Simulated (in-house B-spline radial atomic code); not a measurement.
V3+ is squeezed into an impenetrable sphere of radius R (the orbitals vanish at R). Method: Dirac-Kohn-Sham LDA VWN5, spherical fractional occupations, Fermi nucleus of rms radius 3.6002 fm. Calculated with an all-electron radial atomic-structure program (B-spline basis).

Energies in eV above the free ion in [Ar] 3d2:

```csv
R (bohr),highest level (eV),[Ar] 3d2,[Ne] 3s2 3p5 3d3
7.35,-37.2,1.587e-05,40.15
5.61,-37.2,0.00202,40.15
5.01,-37.2,0.01012,40.16
4.28,-37.1,0.06901,40.24
3.66,-36.7,0.3484,40.6
3.28,-36.1,0.9612,41.37
2.7,-33.3,4.964,46.09
2.04,-20.5,38.92,82.46
1.95,-16.7,52.33,96.37
1.32,54.7,460.3,503
```

Does [Ne] 3s2 3p5 3d3 fall below [Ar] 3d2 under compression?

No, it stays above over the whole range.

The highest level is first positive in the row R = 1.32 bohr, pushed up by confinement above the zero of the free ion's potential. Each configuration is held fixed and needn't be the lowest in the sphere.
